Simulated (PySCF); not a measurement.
Worked example: entropy of an ideal gas

SiBrCl₃, SMILES Cl[Si](Cl)(Cl)Br.

Geometry: PBE0-D3(BJ)/def2-SVP.

PBE0-D3(BJ)/def2-SVP (PySCF) gives the harmonic wavenumbers 127, 127, 184, 200, 200, 370, 567, 634, 634 cm⁻¹ and the rotational temperatures 0.0620, 0.0417, 0.0417 K. The molar mass is 214.34 g/mol, the symmetry number 3, the spin multiplicity 1.

Task: Work out the entropy at 298.15 K and 1 atm in the rigid-rotor, harmonic-oscillator model.

Result: 
Translation (Sackur–Tetrode at 1 atm): S = R[1.5 ln M + 2.5 ln T − 1.16487] = 175.7 J/(mol K).
Rotation: q = (√π/σ) T^1.5/√(θA θB θC) = 293000, S = R[ln q + 3/2] = 117.1 J/(mol K).
Vibration: with u = 1.4388 ν/T, each mode gives R[u/(e^u − 1) − ln(1 − e^−u)]:
```
ν (cm⁻¹)  modes     u  S (J/(mol K))
--------  -----  ----  -------------
127           2  0.61          25.03
184           1  0.89           9.57
200           2  0.97          17.85
370           1  1.79           4.52
567           1  2.74           2.13
634           2  3.06           3.30
```
These are all the modes. Sum 62.4 J/(mol K).
Spin: R ln 1 = 0.0 J/(mol K).
Total 355.2 J/(mol K); the program's own thermochemistry gives 355.2. Translation makes up 49 % and vibration 18 %. Anharmonicity, hindered rotation and orbital degeneracy are left out.
